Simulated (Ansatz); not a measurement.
Isolated molecules relaxed with PBE0-D4/def2-TZVP in Ansatz; ΔE leaves out vibrations. CCSD(T)/CBS adds triple-zeta CCSD(T) − MP2 to the extrapolated MP2 energy (def2 sets, frozen cores). This one scheme is used for every species. DFT in def2-TZVPP. B3LYP here is the variant with VWN-RPA as its local correlation; programs differ in this. HSE06 is defined as in plane-wave codes. Each species was taken in one conformer, which may not be the lowest.

Reaction (ligand exchange at the Si–C bond): `C[SiH2]S[SiH2]F` + H–F → `F[SiH2]S[SiH2]F` + CH₄

| level | ΔE (kcal/mol) | difference from CCSD(T)/CBS |
| --- | --- | --- |
| LDA (SPW92) | -30.1 | 1.9 |
| PBE-D4 | -30.3 | 1.7 |
| revPBE-D4 | -29.3 | 2.7 |
| BLYP-D4 | -33.3 | -1.3 |
| r2SCAN-D4 | -33.5 | -1.5 |
| B97M-V | -34.7 | -2.7 |
| PBE0-D4 | -30.3 | 1.7 |
| B3LYP-D4 | -33.4 | -1.4 |
| r2SCANh-D4 | -33.3 | -1.3 |
| r2SCAN0-D4 | -32.9 | -0.9 |
| HSE06-D4 | -30.3 | 1.7 |
| BHLYP-D4 | -34.4 | -2.4 |
| CAM-B3LYP-D4 | -34.4 | -2.4 |
| ωB97X-V | -33.0 | -1.0 |
| ωB97M-V | -32.8 | -0.8 |
| B2PLYP | -34.6 | -2.6 |
| PBE-QIDH | -31.7 | 0.3 |
| PBE | -31.6 | 0.4 |
| revPBE | -32.0 | 0.0 |
| BLYP | -35.8 | -3.8 |
| r2SCAN | -33.9 | -1.9 |
| HSE06 | -31.4 | 0.6 |
| BHLYP | -36.1 | -4.1 |
| CAM-B3LYP | -35.7 | -3.7 |
| LC-ωPBE | -32.3 | -0.3 |
| RPA@PBE/def2-TZVPP | -32.4 | -0.4 |
| HF/def2-SVP | -34.4 | -2.4 |
| MP2/def2-SVP | -31.6 | 0.4 |
| CCSD/def2-SVP | -31.9 | 0.1 |
| CCSD(T)/def2-SVP | -31.5 | 0.5 |
| HF/def2-TZVPP | -37.9 | -5.9 |
| MP2/def2-TZVPP | -32.0 | 0.0 |
| SCS-MP2/def2-TZVPP | -33.5 | -1.5 |
| CCSD/def2-TZVPP | -32.9 | -0.9 |
| CCSD(T)/def2-TZVPP | -32.2 | -0.2 |
| HF/def2-QZVPP | -38.4 | -6.4 |
| MP2/def2-QZVPP | -32.1 | -0.1 |
| SCS-MP2/def2-QZVPP | -33.6 | -1.6 |
| HF/CBS(def2) | -38.5 | -6.5 |
| MP2/CBS(def2) | -31.8 | 0.2 |
| CCSD(T)/CBS | -32.0 | 0 |

Largest T1 diagnostic among the species: 0.012.

In def2-TZVPP, CCSD(T) changes the Hartree–Fock value by +5.7 kcal/mol (the triples alone add +0.7 kcal/mol) and MP2 by +5.9 kcal/mol. The D4 term adds +2.0 kcal/mol with B3LYP and +1.2 kcal/mol with PBE0; it sums over pairs of atoms, weighted by their polarisabilities, and B3LYP, whose exchange is more repulsive, gets the larger term. Leaving LDA and LC-ωPBE aside and taking each functional with its dispersion term where it has one, the values spread over 5.3 kcal/mol, from B97M-V to revPBE-D4. LDA lies +1.5 kcal/mol from PBE without D4.

CCSD(T)/CBS has its own doubt, a few kJ/mol and more with outer-core shells, so smaller differences from it don't rank the levels.
